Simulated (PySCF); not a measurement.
SMILES [SiH2](CO)c1cccs1, GFN2-xTB optimised geometry.

```
16

O     -1.61    -3.75     0.02
C     -0.70    -2.65     0.01
Si    -1.67    -1.00     0.01
C     -0.45     0.42     0.00
C      0.91     0.42     0.00
C      1.48     1.71     0.00
C      0.54     2.69     0.00
S     -1.05     2.05     0.00
H     -2.15    -3.71    -0.77
H     -0.02    -2.74    -0.85
H     -0.11    -2.77     0.91
H     -2.49    -0.96    -1.22
H     -2.54    -0.94     1.18
H      1.49    -0.49     0.00
H      2.54     1.90     0.00
H      0.68     3.75     0.00
```

Density from CAM-B3LYP/def2-TZVP (PySCF 2.14.0) at that geometry.

Minimum of the electron density along straight lines between bonded atoms, close to the bond critical point (lines longer than 1.1 times the sum of covalent radii, or with two minima, are not listed):

```json
[
 {"bond": "O1–C2", "length / Å": "1.421", "ρ at the minimum / e bohr⁻³": "0.257", "∇²ρ there / e bohr⁻⁵": "-0.57", "position (fraction from the first atom)": "0.64"},
 {"bond": "C2–Si3", "length / Å": "1.910", "ρ at the minimum / e bohr⁻³": "0.121", "∇²ρ there / e bohr⁻⁵": "0.12", "position (fraction from the first atom)": "0.61"},
 {"bond": "Si3–C4", "length / Å": "1.870", "ρ at the minimum / e bohr⁻³": "0.119", "∇²ρ there / e bohr⁻⁵": "0.22", "position (fraction from the first atom)": "0.39"},
 {"bond": "C4–C5", "length / Å": "1.366", "ρ at the minimum / e bohr⁻³": "0.331", "∇²ρ there / e bohr⁻⁵": "-0.97", "position (fraction from the first atom)": "0.51"},
 {"bond": "C5–C6", "length / Å": "1.410", "ρ at the minimum / e bohr⁻³": "0.308", "∇²ρ there / e bohr⁻⁵": "-0.90", "position (fraction from the first atom)": "0.50"},
 {"bond": "C6–C7", "length / Å": "1.358", "ρ at the minimum / e bohr⁻³": "0.337", "∇²ρ there / e bohr⁻⁵": "-1.01", "position (fraction from the first atom)": "0.49"},
 {"bond": "C4–S8", "length / Å": "1.736", "ρ at the minimum / e bohr⁻³": "0.211", "∇²ρ there / e bohr⁻⁵": "-0.41", "position (fraction from the first atom)": "0.47"},
 {"bond": "C7–S8", "length / Å": "1.717", "ρ at the minimum / e bohr⁻³": "0.220", "∇²ρ there / e bohr⁻⁵": "-0.47", "position (fraction from the first atom)": "0.48"},
 {"bond": "O1–H9", "length / Å": "0.962", "ρ at the minimum / e bohr⁻³": "0.363", "∇²ρ there / e bohr⁻⁵": "-2.44", "position (fraction from the first atom)": "0.80"},
 {"bond": "C2–H10", "length / Å": "1.098", "ρ at the minimum / e bohr⁻³": "0.279", "∇²ρ there / e bohr⁻⁵": "-0.96", "position (fraction from the first atom)": "0.64"},
 {"bond": "C2–H11", "length / Å": "1.091", "ρ at the minimum / e bohr⁻³": "0.284", "∇²ρ there / e bohr⁻⁵": "-1.00", "position (fraction from the first atom)": "0.65"},
 {"bond": "Si3–H12", "length / Å": "1.474", "ρ at the minimum / e bohr⁻³": "0.124", "∇²ρ there / e bohr⁻⁵": "0.16", "position (fraction from the first atom)": "0.49"},
 {"bond": "Si3–H13", "length / Å": "1.465", "ρ at the minimum / e bohr⁻³": "0.127", "∇²ρ there / e bohr⁻⁵": "0.16", "position (fraction from the first atom)": "0.49"},
 {"bond": "C5–H14", "length / Å": "1.076", "ρ at the minimum / e bohr⁻³": "0.290", "∇²ρ there / e bohr⁻⁵": "-1.05", "position (fraction from the first atom)": "0.65"},
 {"bond": "C6–H15", "length / Å": "1.076", "ρ at the minimum / e bohr⁻³": "0.290", "∇²ρ there / e bohr⁻⁵": "-1.05", "position (fraction from the first atom)": "0.65"},
 {"bond": "C7–H16", "length / Å": "1.072", "ρ at the minimum / e bohr⁻³": "0.292", "∇²ρ there / e bohr⁻⁵": "-1.07", "position (fraction from the first atom)": "0.65"}
]
```
